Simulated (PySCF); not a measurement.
Si(OSiH3)2(H)(F) (FH₇O₂Si₃), SMILES F[SiH](O[SiH3])O[SiH3].

Coordinates come from a PBE-D3(BJ)/def2-SVP optimisation. The values are those of a single conformer.

Level of theory: PBE-D3(BJ)/def2-SVP run with PySCF.

Frequencies are harmonic and unscaled.

| mode | ν (cm⁻¹) | IR (km/mol) | moving atoms (share of kinetic energy) |
|---|---|---|---|
| 1 | 20 | 0.2 | H 77 %, O 8 % |
| 2 | 31 | 0.4 | O 43 %, H 29 %, Si 14 %, F 14 % |
| 3 | 34 | 1.2 | Si 46 %, F 24 %, H 17 %, O 13 % |
| 4 | 65 | 0.8 | Si 44 %, H 26 %, O 15 %, F 15 % |
| 5 | 75 | 1.9 | O 40 %, Si 26 %, H 23 %, F 11 % |
| 6 | 86 | 0.4 | H 79 %, Si 10 %, O 10 % |
| 7 | 282 | 13.0 | O 47 %, F 36 %, Si 12 % |
| 8 | 299 | 11.7 | O 60 %, F 21 %, Si 12 % |
| 9 | 408 | 57.4 | O 42 %, Si 36 %, F 16 % |
| 10 | 561 | 1.6 | Si 70 %, O 15 %, H 12 % |
| 11 | 626 | 1.8 | Si 59 %, H 29 %, O 12 % |
| 12 | 695 | 30.7 | H 84 %, Si 9 % |
| 13 | 698 | 43.8 | H 82 %, Si 9 % |
| 14 | 707 | 50.3 | H 82 %, Si 9 %, O 9 % |
| 15 | 717 | 42.0 | H 80 %, O 10 %, Si 9 % |
| 16 | 804 | 31.2 | H 73 %, F 23 % |
| 17 | 829 | 347.3 | H 78 %, Si 17 % |
| 18 | 898 | 123.7 | Si 36 %, F 31 %, H 30 % |
| 19 | 911 | 54.2 | H 96 % |
| 20 | 913 | 61.6 | H 96 % |
| 21 | 915 | 190.5 | H 91 % |
| 22 | 918 | 24.6 | H 96 % |
| 23 | 940 | 254.9 | H 74 %, Si 16 %, O 10 % |
| 24 | 970 | 323.2 | H 81 %, Si 15 % |
| 25 | 1069 | 349.4 | O 65 %, Si 19 %, H 16 % |
| 26 | 1073 | 402.1 | O 78 %, Si 18 % |
| 27 | 2159 | 63.2 | H 97 % |
| 28 | 2168 | 90.6 | H 98 % |
| 29 | 2173 | 111.4 | H 96 % |
| 30 | 2180 | 130.3 | H 97 % |
| 31 | 2196 | 134.0 | H 96 % |
| 32 | 2198 | 88.8 | H 96 % |
| 33 | 2292 | 100.4 | H 97 % |
